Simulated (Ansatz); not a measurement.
A nudged elastic band was laid between two geometries of BClH$_{7}$NSi (11 atoms, charge 0, multiplicity 1).

The calculation used RKS B3LYP-D4/def2-SVP in Ansatz 0.2.0.

```yaml
movable_images: 7
climbing_image: yes
spring: 5.0 eV/Å²
optimiser: quadratic models (default)
start_path: through a guess of the saddle point
force_threshold: 0.5 eV/Å
iteration_limit: 60
end_points: relaxed
```

Image 0:

```xyz
11
Properties=species:S:1:pos:R:3
B 0.058 -0.211 0.255
Cl 0.110 0.835 1.821
H 1.116 -0.175 -0.342
H -0.930 0.020 -0.412
N -0.094 -1.740 0.828
H -0.037 -2.384 0.033
Si 1.149 -2.155 2.125
H 1.367 -3.621 1.957
H 2.394 -1.414 1.842
H 0.550 -1.895 3.451
H -1.041 -1.841 1.206
```

Image 8:

```xyz
11
Properties=species:S:1:pos:R:3
B 0.285 -0.850 -0.364
Cl -0.752 0.854 2.768
H 1.340 -0.270 -0.414
H -0.570 -0.675 -1.197
N 0.041 -1.737 0.706
H -0.845 -2.240 0.685
Si 1.220 -2.277 1.924
H 1.809 -3.587 1.525
H 2.277 -1.242 2.016
H 0.510 -2.451 3.220
H -0.674 -0.105 1.896
```

What changes between the two ends?

Bonds broken: B1–Cl2, N5–H11. Bonds formed: Cl2–H11. BClH7NSi becomes BH6NSi + ClH.

Give the energies along the band, and the barrier.

The forces met the threshold. The highest image is number 5 of 0 to 8, 1.24 eV above the first end and 0.74 eV above the last; the last end lies 0.50 eV above the first. The threshold of 0.5 eV/Å is loose, so the images may lie well off the minimum-energy path. The order of the stationary point at the top wasn't checked. The orbitals stay closed-shell, which can raise the energy where a bond breaks towards radicals; this wasn't checked here.

```tsv
image	path coordinate (Å)	energy (eV)	B1–Cl2 (Å)	N5–H11 (Å)	Cl2–H11 (Å)
0	0.00	0.00	1.88	1.03	2.98
1	0.58	0.02	1.88	1.03	2.82
2	1.16	0.07	1.88	1.03	2.65
3	1.73	0.16	1.87	1.02	2.42
4	2.31	0.52	2.02	1.05	1.94
5	2.88	1.24	2.51	1.33	1.56
6	3.47	0.63	2.99	1.90	1.31
7	4.07	0.51	3.49	2.13	1.30
8	4.66	0.50	3.71	2.14	1.30
```

What is the geometry of the highest image?


```xyz
11
Properties=species:S:1:pos:R:3:forces:R:3
B 0.196 -0.510 -0.024 -0.03 -0.33 0.09
Cl -0.800 0.841 1.846 0.03 -0.27 -0.07
H 1.306 -0.066 -0.040 0.04 0.15 0.02
H -0.590 -0.340 -0.910 -0.07 0.02 -0.03
N -0.060 -1.666 0.919 0.27 0.25 0.16
H -0.815 -2.292 0.639 0.01 0.00 0.04
Si 1.254 -2.336 1.970 -0.24 0.00 -0.20
H 1.559 -3.720 1.531 0.02 -0.07 -0.04
H 2.424 -1.447 1.814 0.04 0.02 0.01
H 0.773 -2.355 3.372 -0.02 -0.02 0.06
H -0.604 -0.690 1.646 -0.03 0.26 -0.06
```

The band took 11 iterations and of the order of 5 core-minutes.

Run time: 2.8 min on 2 threads of Arm Neoverse V2, with other jobs on the host, peak memory 0.22 GiB.
